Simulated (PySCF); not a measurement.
C6H10AlNO.
Cartesian coordinates in Å at the PBE0-D3(BJ)/def2-SVP level; atoms count from 1:
```
atom  x, y, z in Å
C1    -3.588    1.321   -1.325
O2    -2.326    0.821   -1.083
Al3   -1.639   -0.494   -0.182
N4     0.310    0.080   -0.289
C5     1.078   -0.339   -1.300
C6     2.393    0.087   -1.447
C7     2.916    0.973   -0.507
C8     2.110    1.401    0.545
C9     0.806    0.928    0.619
H10   -4.193    0.661   -1.981
H11   -3.531    2.302   -1.835
H12   -4.177    1.480   -0.398
H13   -1.878   -0.444    1.408
H14   -1.552   -1.906   -0.945
H15    0.608   -1.037   -1.998
H16    2.991   -0.274   -2.285
H17    3.946    1.326   -0.594
H18    2.482    2.092    1.303
H19    0.124    1.220    1.422
```

Level: PBE0/pcSseg-1 and CAM-B3LYP/def2-SVPD in PySCF, non-relativistic, on one gas-phase PBE0-D3(BJ)/def2-SVP geometry that isn't relaxed in the solvent. The solvent is an IEF-PCM continuum (van der Waals radii × 1.2). Specific hydrogen bonds and non-electrostatic terms are outside this model.

Gas phase at PBE0/pcSseg-1: HOMO -6.43 eV, LUMO -2.13 eV, dipole 6.55 D.

Question: What does the continuum do to the energy, the frontier levels and the dipole at PBE0/pcSseg-1 in chloroform and dimethylsulfoxide?

Answer: 
```json
{"solvent": "chloroform", "ε": "4.711", "E(solvent) − E(gas) (kcal/mol)": "-8.17", "polarisation term (kcal/mol)": "-9.03", "distortion of the solute (kcal/mol)": "0.86", "HOMO (eV)": "-6.90", "LUMO (eV)": "-1.76", "dipole (D)": "7.53"}
{"solvent": "dimethylsulfoxide", "ε": "46.83", "E(solvent) − E(gas) (kcal/mol)": "-11.15", "polarisation term (kcal/mol)": "-12.78", "distortion of the solute (kcal/mol)": "1.63", "HOMO (eV)": "-7.08", "LUMO (eV)": "-1.68", "dipole (D)": "7.86"}
```

The first energy column is the sum of the next two and covers electrostatics alone. From chloroform to dimethylsulfoxide the lowering changes by a factor 1.36, Onsager's factor (ε − 1)/(2ε + 1) by 1.36 and ε itself by 9.9.

Question: Which radius a makes the point-dipole formula ΔE = −[(ε − 1)/(2ε + 1)]·μ²/a³ give the value in dimethylsulfoxide, with the gas-phase dipole?

Answer: μ = 2.575 au and |ΔE| = 0.01777 Eh give a = 2.99 Å; the farthest nucleus lies 4.27 Å from the centroid of the nuclei, so such a sphere wouldn't even hold the nuclei. The formula assumes a rigid point dipole at the centre of a sphere.

Question: Give the dipole vector in the frame of the coordinates (D, pointing from negative to positive charge), gas and dimethylsulfoxide.

Answer: Gas (6.26, 1.89, -0.20), solvent (7.48, 2.40, -0.28). Its length changes by +20 % and its direction by 1°.

Question: Which Hirshfeld charges (PBE0/pcSseg-1) respond most in chloroform (means over atoms taken as equivalent)?

Answer: 
| atoms | environment | gas (e) | solvent (e) | change |
| --- | --- | --- | --- | --- |
| H13/H14 | Al–H hydrogen | -0.206 | -0.218 | -0.012 |
| N4 | nitrogen bonded to Al and 2 C | -0.055 | -0.066 | -0.011 |
| H17 | aromatic hydrogen | +0.070 | +0.079 | +0.009 |
| H16/H18 | aromatic hydrogen | +0.069 | +0.077 | +0.008 |
| O2 | oxygen bonded to Al and C | -0.329 | -0.337 | -0.008 |
| C7 | aromatic CH carbon | -0.006 | +0.001 | +0.007 |
| C6/C8 | aromatic CH carbon | -0.033 | -0.028 | +0.005 |
| C5/C9 | aromatic CH next to a ring nitrogen | +0.063 | +0.059 | -0.004 |

Gas phase at CAM-B3LYP/def2-SVPD: HOMO -7.92 eV, LUMO -1.05 eV, dipole 6.66 D.

Question: What does the continuum do to the energy, the frontier levels and the dipole at CAM-B3LYP/def2-SVPD in chloroform?

Answer: 
```json
{"solvent": "chloroform", "ε": "4.711", "E(solvent) − E(gas) (kcal/mol)": "-7.90", "polarisation term (kcal/mol)": "-8.81", "distortion of the solute (kcal/mol)": "0.91", "HOMO (eV)": "-8.35", "LUMO (eV)": "-0.64", "dipole (D)": "7.70"}
```

Question: How does the static polarisability (CAM-B3LYP/def2-SVPD, frozen core, with the continuum's full static response) change?

Answer: 
```csv
medium,isotropic (au),principal values (au),⟨r²⟩ of the electrons (bohr²)
gas,108.1,"82.7, 110.8, 130.8",1789.6
chloroform,133.2,"100.4, 143.7, 155.6",1787.7
```

The isotropic value in chloroform is 1.23 times the gas-phase one; no cavity-field correction is applied. ⟨r²⟩ is taken about the centre of nuclear charge.

The run took 95 s wall on Intel Xeon at 2.50 GHz, one thread (shared host), and the process peaked at 1.3 GiB of memory. This is the whole shielding run at PBE0/pcSseg-1 in dimethylsulfoxide, SCF included.
